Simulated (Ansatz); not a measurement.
Stepwise reaction of `[O]=[W](=[O])([F])[F]` with methanol, as a gas-phase model of exchange steps in deposition or etching. ΔE in kJ/mol.

Computed with Ansatz on PBE0-D4/def2-TZVP structures; ΔE is electronic, products minus reactants. CBS: MP2 limit from def2 TZ/QZ plus the TZ coupled-cluster correction, frozen cores. This one scheme is used for every species. DFT in def2-TZVPP. B3LYP here is the variant with VWN-RPA as its local correlation; programs differ in this. def2 core potentials past Kr. For W outer-core shells are correlated without core-valence functions, which leaves a few kJ/mol of doubt a bond. One conformer a species, not always the lowest.

```json
{"step": "1", "reaction": "`[O]=[W](=[O])([F])[F]` + CH₃OH → `C[O][W](=[O])(=[O])[F]` + H–F", "PBE-D4": "7.5", "B3LYP-D4": "3.0", "ωB97M-V": "8.3", "CCSD(T)/CBS": "-2.7"}
{"step": "2", "reaction": "`C[O][W](=[O])(=[O])[F]` + CH₃OH → `C[O][W](=[O])(=[O])[O]C` + H–F", "PBE-D4": "18.8", "B3LYP-D4": "15.6", "ωB97M-V": "20.8", "CCSD(T)/CBS": "10.2"}
```

(1) By hand: ΔE of the 2 steps together at CCSD(T)/CBS.

Results:

(1) (-2.7) + (10.2) = 7.5 kJ/mol, or 3.7 kJ/mol a step.

In ΔE each step is higher than the one before. PBE-D4 differs from CCSD(T)/CBS by 8.6 to 10.2 kJ/mol a step. Isolated molecules leave out the surface, adducts and barriers. Largest T1 diagnostic: 0.023.
